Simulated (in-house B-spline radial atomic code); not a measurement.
How numerical settings move a run on Ar V (Ar4+), [Ne] 3s2 3p2. Computed with an all-electron radial atomic-structure program (B-spline basis): Dirac-Kohn-Sham LDA VWN5, spherical fractional occupations, Fermi nucleus of rms radius 3.4274 fm.

Command:
```bash
python run_scf.py task.json out
```
Settings of the sound reference run:
```
Z                18
electrons        14
configuration    [Ne] 3s2 3p2
hamiltonian      dirac
method           lda,vwn
spin_polarised   False
nucleus          fermi
rms_radius       3.4274
mass_number      40
atomic_mass      39.96238
speed_of_light   137.036
knot_spacing     0.22
spline_order     8
gauss_points     12
box_radius       12.77
max_iterations   70
damping          0.5
damped_steps     3
diis_vectors     10
tolerance        1e-08
start            Thomas-Fermi
```

Run time, properties included: 0.72 s on 1 thread of Arm Neoverse V2, on a shared host.

It converges in 8 iterations to -522.477633 hartree, with 3p3/2 at -65.5197 eV. The other runs change the listed settings, some to values that make no sense; their results aren't properties of the atom or ion. Radii are in bohr (the nuclear one in fm), a minus after a letter asks for a j subshell, and «unchanged» means within 1e-8 hartree. The run stops when the residual is below 10 × tolerance × max(1, Z/10), or a noise floor if that is larger, and the energy moves by less than 1e-8 × √|E| hartree; so very loose and very tight tolerances often act alike.

| changed settings | outcome |
| --- | --- |
| spline_order = 10, box_radius = 51.08, max_iterations = 2, start = bare nucleus | not converged after 2 iterations, last residual 6.8e-01, last energy +5.31e+00 hartree from the reference |
| spline_order = 6 | converged in 8 iterations, energy +1.78e-07 hartree from the reference |
| damping = 0.95 | converged in 9 iterations, energy unchanged, 3p3/2 level -3.6e-07 eV |
| spline_order = 3 | converged in 8 iterations, energy +1.02e-02 hartree from the reference, 3p3/2 level -1.2e-04 eV |
| spline_order = 10 | converged in 8 iterations, energy unchanged |
| electrons = 15, configuration = [Ne] 3s2 3p2 4s-1, max_iterations = 75 | stopped with error: j subshells need the Dirac Hamiltonian and l > 0 |
| knot_spacing = 2, first_knot = 5.56e-05, max_iterations = 60 | converged in 8 iterations, energy +7.20e+00 hartree from the reference, 3p3/2 level -1.1e+00 eV (the program warns: 2s1/2 reaches the box edge; 3s1/2 reaches the box edge) |
| damping = 0 | converged in 8 iterations, energy unchanged, 3p3/2 level -6.6e-07 eV |
| spline_order = 7 | converged in 8 iterations, energy +1.60e-08 hartree from the reference |
| spline_order = 4, gauss_points = 4, first_knot = 5.56e-05, max_iterations = 75, tolerance = 0.0001 | converged in 8 iterations, energy +1.46e-04 hartree from the reference, 3p3/2 level -3.6e-05 eV |

Task: What happens with first_knot = 0.000556, max_iterations = 2?

Result: Not converged after 2 iterations, last residual 1.6e-01, last energy +2.71e-01 hartree from the reference.

Task: What happens with spline_order = 5?

Result: Converged in 8 iterations, energy +3.97e-06 hartree from the reference, 3p3/2 level -2.7e-06 eV.

Task: What happens with spline_order = 6, box_radius = 6.38, first_knot = 0.0556, max_iterations = 60, damping = 0.8?

Result: Converged in 8 iterations, energy +2.24e-01 hartree from the reference, 3p3/2 level +1.2e-01 eV (the program warns: 3p3/2 reaches the box edge; 3p1/2 reaches the box edge).

Task: What happens with method = revtpss,revtpss?

Result: Stopped with error: meta-GGAs are not served with the Dirac Hamiltonian.
